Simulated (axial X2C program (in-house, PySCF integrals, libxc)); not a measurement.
**TiH⁺: cheaper levels and CCSD(T), 2c**

Computed with an in-house all-electron X2C program for linear molecules (integrals from PySCF). Two-component (2c) means X2C with spin–orbit coupling and atomic mean-field two-electron Coulomb and Gaunt terms. Basis: Ti dyall-cv3z [10s10p6d4f2g], H dyall-v3z [6s2p1d] (cores contracted in-house); Gaussian nuclei, density fitting, unrestricted open shells. Masses: Ti 47.948 u, H 1.008 u.

State: Ω = 2 (⟨Sz⟩ = -1.00, ⟨Lz⟩ = 3.00 at HF); fragments Ti+ + H.

```json
{"level": "PBE0", "Re (Å)": "1.695", "ωe (cm⁻¹)": "1764.9"}
{"level": "HF", "Re (Å)": "1.763", "ωe (cm⁻¹)": "1713.3"}
{"level": "MP2", "Re (Å)": "1.696", "ωe (cm⁻¹)": "1794.4"}
{"level": "CCSD", "Re (Å)": "1.715", "ωe (cm⁻¹)": "1751.3"}
{"level": "r2SCAN", "Re (Å)": "1.689", "ωe (cm⁻¹)": "1770.3"}
```

Correlated methods: 12 electrons correlated (number of frozen shells: Ti 2 s, 1 p; H none), 214 virtual spin orbitals or spinors in MP2, 90 natural virtuals in coupled cluster.

CCSD(T), same Hamiltonian and basis:

Re = 1.712 Å, ωe = 1750.9 cm⁻¹, De = 2.46 eV; T1 = 0.020 (Lee–Taylor normalisation).

(1) Give the differences from CCSD(T) in the columns below.

The state is one determinant whose occupation by symmetry is held fixed; it was picked as the lowest of a PBE0 search that is not exhaustive. Dissociation energies refer to the lowest single-determinant-based atoms at the same level and basis. De is not given where an atomic determinant may have missed its ground term or J level, or where the truncated virtual space spoils (T). Density functionals use the spin component along the axis (collinear). Coupled cluster ran in a truncated set of natural virtual spinors; the MP2 energy of the rest was added. (T) has no such correction and the atoms are truncated less, which lowers De at CCSD(T) by a hundredth of an eV or more. The 2c atoms are single determinants rather than J levels; their spin–orbit lowering is only partly caught, and De is too large by that part. This holds for CCSD(T). PBE0 can misorder states that lie within some tenths of an eV, so this need not be the ground state of the molecule. The nearest other 2c determinant of the search, Ω = 4, lies 0.04 eV up at the distance of the search. The functionals have no current-density term, which raises determinants with orbital currents, atoms included. With several unpaired electrons one determinant need not be a pure state. At some level and bond length an empty orbital lies below a filled one.

Results:

(1) 

```tsv
level	ΔRe (Å)	Δωe (cm⁻¹)
PBE0	-0.017	14
HF	0.051	-38
MP2	-0.016	44
CCSD	0.003	0
r2SCAN	-0.023	19
```
